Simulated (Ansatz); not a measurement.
Computed with Ansatz on PBE0-D4/def2-TZVP structures; ΔE is electronic, products minus reactants. CBS: MP2 limit from def2 TZ/QZ plus the TZ coupled-cluster correction, frozen cores. This one scheme is used for every species, atoms too. DFT in def2-TZVPP. No spin–orbit coupling; open shells (•) take unrestricted orbitals. Bonds to Ge are less sure, by a few kJ/mol each and by 10 to 20 or more in all where they break to atoms, as the def2 sets lack core-valence functions. Scalar relativity is left out up to krypton.

`C[NH][GeH3]` → H• + `C[N][GeH3]`•  (homolysis of the H–N bond)

| level | ΔE (kcal/mol) |
| --- | --- |
| BLYP-D4 | 102.3 |
| CAM-B3LYP-D4 | 106.0 |

**Question.** What does CCSD(T)/CBS give? (Estimate.)

**Answer.** Computed: +109.6 kcal/mol. The listed levels differ from it by -7.3, -3.6 kcal/mol.

**Question.** What do rigid-rotor, harmonic-oscillator terms from PBE0-D4/def2-TZVP frequencies (298.15 K, 1 bar) make of the CCSD(T)/CBS value? (Estimate.)

**Answer.** Computed: ΔZPE = -9.0 kcal/mol, ΔH = +102.2 kcal/mol, ΔS = 132 J/(mol·K), ΔG = +92.8 kcal/mol. Open shells count their whole term as degenerate. Modes under 50 cm⁻¹ make the entropy rough.

Largest T1 diagnostic among the species: 0.014.

At CCSD(T), def2-SVP lies −4.6 kcal/mol from the extrapolated value and def2-TZVPP −2.4 kcal/mol: correlation converges slowly with the basis, and small sets miss more of it in the bonded molecule than in its fragments. Leaving LDA and LC-ωPBE aside and taking each functional with its dispersion term where it has one, the values, not all of them listed here, spread over 6.3 kcal/mol, from revPBE-D4 to ωB97M-V. LDA lies +13.8 kcal/mol from PBE without D4, its usual overbinding.
